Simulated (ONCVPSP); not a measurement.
**What one change does to a pseudopotential (N (Z = 7), ONCV)**

ONCVPSP 4.0.1 input, shortened (lines: element, Z, core and valence counts, functional; n l f; lmax; l rc ep ncon nbas qcut; lloc lpopt rc5 dvloc0; l nproj debl; icmod fcfact rcfact), LDA (Perdew-Wang 92), scalar-relativistic:

```
  N 7.00    1    2  -001012      upf
    1    0    2.00
    2    0    2.00
    2    1    2.75
    1
    0    0.75    0.00    5    8    8.90
    1    1.30    0.00    4    8   12.80
    0    5    0.75    0.00
    0    0    1.30
    1    2    1.90
    1    0.35    0.00
```

Change: p: rc 1.1.

Cutoffs: the cutoffs (Ha) at which the residual kinetic energy of the hardest occupied pseudo-wave falls to 1 and 0.1 mHa per electron; they do not see the model core or the augmentation charge, which bear on the density cutoff. Errors are all-electron minus pseudo energies relative to the spin-unpolarised reference configuration.

How do hardness, ghosts and transferability respond?

The potential gets neither clearly harder nor softer (228 Ha and 290 Ha → 228 Ha and 290 Ha); of the 4 tests that both files solve, the error grows in 1 and shrinks in 2 by more than 15 % and 0.3 meV (median size 4.2 → 4.0 meV); neither file shows a bound ghost.

| quantity | base | changed |
| --- | --- | --- |
| cutoff, loose | 228 Ha | 228 Ha |
| cutoff, tight | 290 Ha | 290 Ha |
| loose cutoff by channel | s 228 Ha, p 41 Ha | s 228 Ha, p 47 Ha |
| bound ghosts | none | none |
| GHOST(+) flags under 300 eV | none | none |
| error for 2s2 2p3, meV [ΔE -2.19 eV] | +0.2 | +0.2 |
| error for 2s2 2p2, meV [ΔE 11.54 eV] | +2.5 | +1.2 |
| error for 2s2 2p1, meV [ΔE 40.52 eV] | +33 | +18 |
| error for 2s1 2p3, meV [ΔE 23.00 eV] | +5.9 | +6.8 |
| s: phases at 0.76 bohr within 0.05 rad from the reference energy up to (Ha; the scan ends near 5) | to the end of the scan | to the end of the scan |
| rms error of d²Exc/dni dnj with the model core, mHa | 0.87 | 0.80 |
